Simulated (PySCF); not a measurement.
# Atomic charges against the basis set

Species: C3H4BClF2.
Structure used (PBE0-D3(BJ)/def2-SVP), in Å, numbered top down from 1:
```
atom  x, y, z in Å
B1    -0.5195    1.1199    1.0263
C2    -0.1482   -0.0415    0.0976
C3     1.2683   -0.3094   -0.3112
Cl4    1.8053    0.8601   -1.5682
C5    -1.1215   -0.8131   -0.4268
F6    -2.3923   -0.6850   -0.2015
F7    -0.9184   -1.8150   -1.2376
H8     0.3622    1.8037    1.4877
H9    -1.6685    1.3430    1.3147
H10    1.4134   -1.3119   -0.7330
H11    1.9484   -0.1778    0.5392
```

PBE0 throughout (PySCF), one geometry, spherical d and f functions. Geometry: PBE0-D3(BJ)/def2-SVP, one conformer, isolated molecule. The first 7 of 9 kinds of atom are listed.

Mulliken charges (e):

```tsv
basis	functions	B1	C2	C3	Cl4	C5	F6	F7
STO-3G	43	+0.124	-0.157	-0.121	-0.163	+0.262	-0.031	-0.040
6-31G	75	+0.160	-0.105	-0.603	+0.019	+0.567	-0.237	-0.251
pcSseg-0	75	+0.240	-0.532	-0.592	-0.033	+0.814	-0.288	-0.298
6-31G*	110	+0.025	-0.115	-0.505	-0.058	+0.656	-0.229	-0.245
cc-pVDZ	122	+0.035	-0.167	-0.072	-0.126	+0.360	-0.082	-0.100
def2-SVP	122	+0.045	-0.259	+0.023	-0.168	+0.454	-0.118	-0.132
aug-cc-pVDZ	201	-1.537	+0.290	+0.078	-0.073	+1.009	-0.460	-0.423
6-311+G(2d,p)	221	-0.124	+0.609	-0.493	-0.063	+0.235	-0.256	-0.297
def2-TZVP	247	-0.066	-0.195	-0.158	-0.151	+0.451	-0.112	-0.126
cc-pVTZ	270	-0.050	-0.255	-0.112	-0.156	+0.438	-0.079	-0.093
IGLO-III	294	+0.146	-0.174	-0.335	-0.021	+0.522	-0.178	-0.189
pcSseg-2	315	+0.350	-0.459	+0.054	-0.161	+0.581	-0.186	-0.199
```

IAO charges (e):

| basis | functions | B1 | C2 | C3 | Cl4 | C5 | F6 | F7 |
| --- | --- | --- | --- | --- | --- | --- | --- | --- |
| STO-3G | 43 | +0.039 | -0.261 | -0.251 | -0.088 | +0.361 | -0.047 | -0.058 |
| 6-31G | 75 | +0.005 | -0.221 | -0.257 | -0.111 | +0.567 | -0.190 | -0.202 |
| pcSseg-0 | 75 | -0.002 | -0.233 | -0.258 | -0.102 | +0.574 | -0.185 | -0.195 |
| 6-31G* | 110 | +0.017 | -0.252 | -0.231 | -0.114 | +0.634 | -0.202 | -0.213 |
| cc-pVDZ | 122 | -0.002 | -0.246 | -0.226 | -0.114 | +0.631 | -0.202 | -0.212 |
| def2-SVP | 122 | +0.008 | -0.244 | -0.222 | -0.105 | +0.626 | -0.203 | -0.214 |
| aug-cc-pVDZ | 201 | +0.002 | -0.244 | -0.227 | -0.120 | +0.638 | -0.210 | -0.221 |
| 6-311+G(2d,p) | 221 | +0.004 | -0.245 | -0.233 | -0.115 | +0.638 | -0.211 | -0.222 |
| def2-TZVP | 247 | +0.003 | -0.248 | -0.233 | -0.112 | +0.646 | -0.212 | -0.223 |
| cc-pVTZ | 270 | +0.001 | -0.248 | -0.232 | -0.115 | +0.645 | -0.210 | -0.222 |
| IGLO-III | 294 | +0.002 | -0.245 | -0.236 | -0.110 | +0.642 | -0.212 | -0.223 |
| pcSseg-2 | 315 | +0.004 | -0.248 | -0.234 | -0.113 | +0.645 | -0.212 | -0.223 |

Hirshfeld charges (e):

| basis | functions | B1 | C2 | C3 | Cl4 | C5 | F6 | F7 |
| --- | --- | --- | --- | --- | --- | --- | --- | --- |
| STO-3G | 43 | +0.115 | -0.130 | +0.084 | -0.198 | +0.187 | +0.018 | +0.008 |
| 6-31G | 75 | +0.112 | -0.113 | -0.015 | -0.109 | +0.212 | -0.035 | -0.044 |
| pcSseg-0 | 75 | +0.106 | -0.124 | -0.022 | -0.088 | +0.215 | -0.024 | -0.034 |
| 6-31G* | 110 | +0.108 | -0.119 | -0.013 | -0.119 | +0.215 | -0.023 | -0.032 |
| cc-pVDZ | 122 | +0.103 | -0.130 | -0.029 | -0.089 | +0.210 | -0.015 | -0.024 |
| def2-SVP | 122 | +0.104 | -0.132 | -0.032 | -0.076 | +0.219 | -0.022 | -0.031 |
| aug-cc-pVDZ | 201 | +0.112 | -0.136 | -0.049 | -0.067 | +0.217 | -0.030 | -0.037 |
| 6-311+G(2d,p) | 221 | +0.117 | -0.138 | -0.046 | -0.068 | +0.217 | -0.032 | -0.039 |
| def2-TZVP | 247 | +0.111 | -0.134 | -0.044 | -0.073 | +0.218 | -0.029 | -0.036 |
| cc-pVTZ | 270 | +0.108 | -0.132 | -0.043 | -0.078 | +0.218 | -0.025 | -0.032 |
| IGLO-III | 294 | +0.110 | -0.137 | -0.051 | -0.054 | +0.217 | -0.032 | -0.038 |
| pcSseg-2 | 315 | +0.111 | -0.133 | -0.049 | -0.069 | +0.220 | -0.031 | -0.037 |

Which scheme is steadiest as the basis changes?

Largest range over the bases for any column: Hirshfeld 0.14 e, IAO 0.28 e, Mulliken 1.89 e. Hirshfeld charges move least and Mulliken charges most, counted in e. Without the minimal STO-3G basis the ranges are Hirshfeld 0.07, IAO 0.08, Mulliken 1.89 e.

How much do the charges still move between the two largest bases, IGLO-III and pcSseg-2?

At most, over all atoms: Mulliken 0.389 e, IAO 0.004 e, Hirshfeld 0.015 e.

What do the same runs give for the total energy, the frontier levels and the dipole moment?

```json
{"basis": "STO-3G", "energy (Eh)": "-791.3516", "HOMO (eV)": "-5.56", "LUMO (eV)": "0.79", "μ (D)": "3.20"}
{"basis": "6-31G", "energy (Eh)": "-800.7758", "HOMO (eV)": "-8.20", "LUMO (eV)": "-2.18", "μ (D)": "2.05"}
{"basis": "pcSseg-0", "energy (Eh)": "-799.5983", "HOMO (eV)": "-8.35", "LUMO (eV)": "-2.38", "μ (D)": "2.09"}
{"basis": "6-31G*", "energy (Eh)": "-800.8798", "HOMO (eV)": "-7.93", "LUMO (eV)": "-1.87", "μ (D)": "2.15"}
{"basis": "cc-pVDZ", "energy (Eh)": "-800.9295", "HOMO (eV)": "-8.00", "LUMO (eV)": "-2.04", "μ (D)": "1.97"}
{"basis": "def2-SVP", "energy (Eh)": "-800.5031", "HOMO (eV)": "-8.03", "LUMO (eV)": "-2.10", "μ (D)": "1.85"}
{"basis": "aug-cc-pVDZ", "energy (Eh)": "-800.9540", "HOMO (eV)": "-8.18", "LUMO (eV)": "-2.23", "μ (D)": "1.85"}
{"basis": "6-311+G(2d,p)", "energy (Eh)": "-801.0230", "HOMO (eV)": "-8.20", "LUMO (eV)": "-2.25", "μ (D)": "1.81"}
{"basis": "def2-TZVP", "energy (Eh)": "-801.0579", "HOMO (eV)": "-8.14", "LUMO (eV)": "-2.18", "μ (D)": "1.83"}
{"basis": "cc-pVTZ", "energy (Eh)": "-801.0499", "HOMO (eV)": "-8.12", "LUMO (eV)": "-2.15", "μ (D)": "1.89"}
{"basis": "IGLO-III", "energy (Eh)": "-801.0586", "HOMO (eV)": "-8.13", "LUMO (eV)": "-2.20", "μ (D)": "1.68"}
{"basis": "pcSseg-2", "energy (Eh)": "-801.0648", "HOMO (eV)": "-8.19", "LUMO (eV)": "-2.22", "μ (D)": "1.86"}
```

The dipole is fixed by the density alone, so its range of 1.52 D shows that the density itself changes with the basis, not only its division among atoms.
